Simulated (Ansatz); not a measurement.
Consider the formal hydrolysis of a Zn–C bond: `CC1=CC(C)=[O+][Zn-]([CH3])[O]1` + H₂O → `CC1=CC(C)=[O+][Zn-]([OH])[O]1` + CH₄.

Isolated molecules relaxed with PBE0-D4/def2-TZVP in Ansatz; ΔE leaves out vibrations. CCSD(T)/CBS is the MP2 limit (def2-TZVPP, def2-QZVPP) plus CCSD(T) − MP2 in def2-TZVPP, frozen cores. This one scheme is used for every species. Functionals use def2-TZVPP. B3LYP here is the variant with VWN-RPA as its local correlation; programs differ in this. HSE06 is defined as in plane-wave codes. For Zn outer-core shells are correlated without core-valence functions, which leaves a few kJ/mol of doubt a bond. Scalar relativity is left out up to krypton. Each species was taken in one conformer, which may not be the lowest.

Problem. Is it downhill or uphill in electronic energy at CCSD(T)/CBS, and by how much? (Best estimate.)

Solution. Computed: Downhill: ΔE = -13.3 kcal/mol.

Problem. What do these levels give: B2PLYP, B3LYP, HSE06, HF/def2-TZVPP, CCSD/def2-TZVPP, CCSD(T)/def2-TZVPP? (An estimate is asked.)

Solution. Ansatz gave: B2PLYP -13.9, B3LYP -13.7, HSE06 -11.8, HF/def2-TZVPP -16.9, CCSD/def2-TZVPP -13.5, CCSD(T)/def2-TZVPP -13.0 kcal/mol.

Largest T1 diagnostic among the species: 0.017.

Leaving LDA and LC-ωPBE aside and taking each functional with its dispersion term where it has one, the values, not all of them listed here, spread over 2.7 kcal/mol, from B97M-V to PBE-D4. LDA lies +1.2 kcal/mol from PBE without D4. In def2-TZVPP, CCSD(T) changes the Hartree–Fock value by +3.9 kcal/mol (the triples alone add +0.5 kcal/mol) and MP2 by +4.4 kcal/mol.
